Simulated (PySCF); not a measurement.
silylphosphine anion (H5PSi), SMILES [SiH3]P (connectivity only; charge and spin as stated), charge -1, multiplicity 2.

Coordinates come from a TPSSh-D3(BJ)/def2-SVPD optimisation. The multiplicity is an assumed one; other spin states were not compared.

Two levels are set side by side: PBE/def2-TZVPD (PySCF) and ωB97X/def2-TZVPD (PySCF). Same geometry, gas phase. Differences are taken from unrounded values.

```tsv
quantity	PBE
α-spin orbital gap (eV)	1.87
β-spin orbital gap (eV)	3.30
mean polarisability (bohr³)	120.3
```

### Question
These are the PBE values. What does ωB97X give? (Estimate from the structure and the level; the computed values follow.)

### Answer

```tsv
quantity	ωB97X	PBE minus ωB97X
α-spin orbital gap (eV)	6.70	-4.83
β-spin orbital gap (eV)	8.51	-5.21
mean polarisability (bohr³)	106.8	13.5
```

PBE's more diffuse valence density responds more strongly to a field. Differences between two approximate levels are no errors against the true value.

Rough cost on one machine, each run with all the roots and properties that it gave: ωB97X against PBE within a factor of 2.
